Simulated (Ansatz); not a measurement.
`CO[SiH2]P` + `O[SiH3]` → `[SiH3]OP` + `CO[SiH3]`  (cleavage of the P–Si bond)

Gas-phase electronic energies from Ansatz, PBE0-D4/def2-TZVP geometries. CCSD(T)/CBS adds triple-zeta CCSD(T) − MP2 to the extrapolated MP2 energy (def2 sets, frozen cores). DFT in def2-TZVPP. One conformer a species, not always the lowest.

| level | ΔE (kJ/mol) |
| --- | --- |
| r2SCAN-D4 | 43.5 |
| PBE | 48.8 |
| HF/def2-TZVPP | 9.8 |
| SCS-MP2/def2-TZVPP | 27.0 |
| CCSD/def2-TZVPP | 32.2 |
| HF/def2-QZVPP | 7.1 |
| MP2/def2-QZVPP | 37.1 |
| CCSD/CBS(def2) | 33.6 |

**Question.** What does CCSD(T)/CBS give? (An estimate is asked.)

**Answer.** Computed: +37.3 kJ/mol. The listed levels differ from it by 6.2, 11.5, -27.5, -10.3, -5.1, -30.2, -0.2, -3.7 kJ/mol.

Largest T1 diagnostic among the species: 0.012.

In def2-TZVPP, CCSD(T) changes the Hartree–Fock value by +26.1 kJ/mol (the triples alone add +3.6 kJ/mol) and MP2 by +27.4 kJ/mol.
